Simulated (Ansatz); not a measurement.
The first iterations of a band of CH5FOSn (9 atoms, charge 0, multiplicity 1).

Method: RKS B3LYP-D4/def2-SVP in Ansatz.

```yaml
movable_images: 1
climbing_image: yes
spring: 5.0 eV/Å²
optimiser: quadratic models (default)
start_path: through a guess of the saddle point
force_threshold: 0.05 eV/Å
iteration_limit: 60
end_points: relaxed
```

Image 0:

```xyz
9
Properties=species:S:1:pos:R:3
F -1.936 1.846 0.022
C -1.236 0.702 0.304
O -0.128 0.660 -0.503
Sn 1.320 -0.726 -0.356
H -0.976 0.736 1.386
H -1.923 -0.154 0.124
H 1.926 -0.658 1.251
H 0.607 -2.250 -0.707
H 2.434 -0.203 -1.538
```

Image 2:

```xyz
9
Properties=species:S:1:pos:R:3
F -1.020 0.309 1.439
C -1.288 0.678 0.114
O -0.136 0.755 -0.603
Sn 1.318 -0.614 -0.243
H -1.997 -0.087 -0.270
H -1.780 1.669 0.144
H 2.155 -0.163 1.181
H 0.560 -2.151 -0.127
H 2.277 -0.444 -1.651
```

| iteration | highest image above the first end (eV) | largest band force component (eV/Å) |
| --- | --- | --- |
| 1 | 0.275 | 2.675 |
| 2 | 0.225 | 2.342 |
| 3 | 0.205 | 2.295 |
| 4 | 0.181 | 2.180 |
| 5 | 0.183 | 1.851 |
| 6 | 0.173 | 0.804 |
| 7 | 0.057 | 0.186 |
| 8 | 0.041 | 0.159 |
| 9 | 0.035 | 0.180 |
| 10 | 0.033 | 0.157 |
| 11 | 0.033 | 0.115 |

Problem. Does the band converge within its limit, and where does its top end?

Solution. The run converged. It ended after 34 iterations with the highest image 0.000 eV above the first end. The highest image is an end point: on this band no image between the ends rises above it. So few images can step over the top or miss a turn of the path.

Run time: 89 s on 2 threads of Arm Neoverse V1, on a shared host, peak memory 0.2 GiB.
